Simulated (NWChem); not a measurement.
Molecule: C$_{2}$H$_{2}$BrCl; SMILES C=C(Cl)Br

```xyz
6

C     -1.8108     0.8141     0.0000
C     -0.5018     0.5720     0.0000
Cl     0.6804     1.8226     0.0000
Br     0.2003    -1.1753     0.0000
H     -2.5277    -0.0076     0.0000
H     -2.1751     1.8432     0.0000
```
Atoms are numbered in this order, from 1.

All runs use the structure optimised with PBE0/def2-SVP.

Symmetry labels are those of Cs in the frame above (b1 and b2, or b-type labels, depend on it).

Q: List the 4 lowest vertical singlet excitations from B3LYP/def2-SVPD, TDA (NWChem).

A: 
```json
[
 {"state": "S1", "energy (eV)": "5.28", "oscillator strength": "0.000", "symmetry": "a\"", "leading excitation (squared amplitude)": "HOMO → LUMO+1 (0.99)"},
 {"state": "S2", "energy (eV)": "6.14", "oscillator strength": "0.000", "symmetry": "a\"", "leading excitation (squared amplitude)": "HOMO−1 → LUMO (1.00)"},
 {"state": "S3", "energy (eV)": "6.26", "oscillator strength": "0.009", "symmetry": "a'", "leading excitation (squared amplitude)": "HOMO−1 → LUMO+1 (0.96)"},
 {"state": "S4", "energy (eV)": "6.33", "oscillator strength": "0.239", "symmetry": "a'", "leading excitation (squared amplitude)": "HOMO → LUMO (0.78)"}
]
```
